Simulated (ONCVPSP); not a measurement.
# Configuration tests for W (Z = 74) (ONCV)

ONCVPSP 4.0.1 input, shortened (lines: element, Z, core and valence counts, functional; n l f; lmax; l rc ep ncon nbas qcut; lloc lpopt rc5 dvloc0; l nproj debl; icmod fcfact rcfact), PBEsol, scalar-relativistic:

```
  W 74.00   12    2  -116133      upf
    1    0    2.00
    2    0    2.00
    2    1    6.00
    3    0    2.00
    3    1    6.00
    3    2   10.00
    4    0    2.00
    4    1    6.00
    4    2   10.00
    4    3   14.00
    5    0    2.00
    5    1    6.00
    5    2    4.00
    6    0    1.50
    2
    0    2.80    0.00    4    8    2.50
    1    3.00    0.28    4    8    3.30
    2    1.75    0.00    4    8    5.00
    4    3    1.50    0.00
    0    2    1.50
    1    2    1.50
    2    2    2.70
    3    1.75    1.05
```

In the p channel the program set the typed energies aside and used 0.050, 1.550 Ha.

Energies are relative to the spin-unpolarised reference configuration 5d4 6s1.5; without spin polarisation the order of configurations can differ from experiment.

```json
{"valence configuration": "5d4 6s2", "charge": "0", "ΔE all-electron (eV)": "-3.652", "error AE − PS (meV)": "+0.3"}
{"valence configuration": "5d4 6s1", "charge": "+1", "ΔE all-electron (eV)": "5.273", "error AE − PS (meV)": "-2.5"}
{"valence configuration": "5d4 6s0", "charge": "+2", "ΔE all-electron (eV)": "20.969", "error AE − PS (meV)": "+6.1"}
```

Problem. What are ΔE and the potential's error for 5d3 6s2 6p1?

Solution. ΔE = 0.414 eV all-electron; the error (AE − PS) is -50 meV.

Levels in the configuration 5d4 6s1:

```csv
level,all-electron (eV),pseudo (eV)
5d,-11.775,-11.771
6s,-12.225,-12.227
```

Note: ghosts flagged at negative energy: s at -31.9 eV; GHOST(+) flagged for p at 22.0 eV. A true bound ghost makes a file unfit for plane-wave use.
